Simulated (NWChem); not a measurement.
Molecule: CH$_{2}$NO, doublet; SMILES [C](=O)N

```xyz
5

N      0.0956     1.0881     0.0000
C     -0.4139    -0.1573     0.0000
O      0.1597    -1.2142     0.0000
H      1.1000     1.2522     0.0000
H     -0.5185     1.8868     0.0000
```
Atoms are numbered in this order, from 1.

Results from NWChem. Spin-unrestricted. In the optimisation the excess spin sits in a' (Cs, its own frame). Geometry: optimised at B3LYP/6-31G* (spherical d), spin-unrestricted. No stability test was run on the SCF state. Level: PBE0/def2-SVP with SMD (1 M gas to 1 M solution), gas-phase geometry. Reactions with the solvent are ignored.

```csv
solvent,dielectric constant,solvation free energy (kcal/mol),cavity-dispersion-structure term (kcal/mol),dipole in solution (D)
water,78.4,-3.8,5.5,4.85
chloroform,4.71,-3.9,?,?
cyclohexane,2.02,-2.5,0.9,4.09
benzene,2.27,-3.2,0.6,4.13
dimethyl sulfoxide,46.8,-5.7,1.4,4.51
```

What belongs in the gaps?


- chloroform, cavity-dispersion-structure term (kcal/mol): 2.1
- chloroform, dipole in solution (D): 4.39
